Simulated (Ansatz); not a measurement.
C$_{3}$H$_{6}$SeSi, SMILES `[SiH3]/C=C1\C[Se]1`, relaxed with RKS PBE-D4/def2-SVP in the Gaussian-basis code of Ansatz from a rough embedded geometry. The force threshold is 0.03 eV/Å; the program also tests the step.

Charge 0, multiplicity 1.

Start:

```xyz
11

Si    0.399    1.427   -0.977
C    -0.244   -0.269   -1.000
C    -0.328   -0.920    0.141
C    -0.145   -1.114    1.616
Se   -0.767   -2.669    1.185
H     0.324    1.988   -2.388
H    -0.521    2.261   -0.154
H     1.710    1.474   -0.474
H    -0.529   -0.758   -1.974
H    -0.841   -0.408    2.140
H     0.943   -1.010    1.885
```

(1) By how much does the energy fall, and how many steps does the optimiser take? (An estimate is asked.)

(2) Which bonds change most? (An estimate is asked.)

(3) Give the relaxed structure. (Estimate.)

## Answers

(1) The calculation gave: 139.97 kJ/mol, in 20 steps, 1 of them rejected.

(2) Computed: C4–Se5 from 1.729 to 2.012 Å; C3–Se5 from 2.083 to 1.903 Å; Si1–H8 from 1.405 to 1.508 Å; Si1–C2 from 1.814 to 1.874 Å.

(3) The calculation gave: 
```xyz
11

Si    0.453    1.411   -1.010
C     0.029   -0.414   -0.977
C    -0.262   -1.040    0.174
C    -0.406   -0.872    1.615
Se   -0.743   -2.727    0.912
H    -0.509    2.181   -1.878
H     0.391    1.954    0.393
H     1.836    1.640   -1.566
H     0.010   -0.996   -1.915
H    -1.301   -0.362    2.013
H     0.501   -0.774    2.239
```
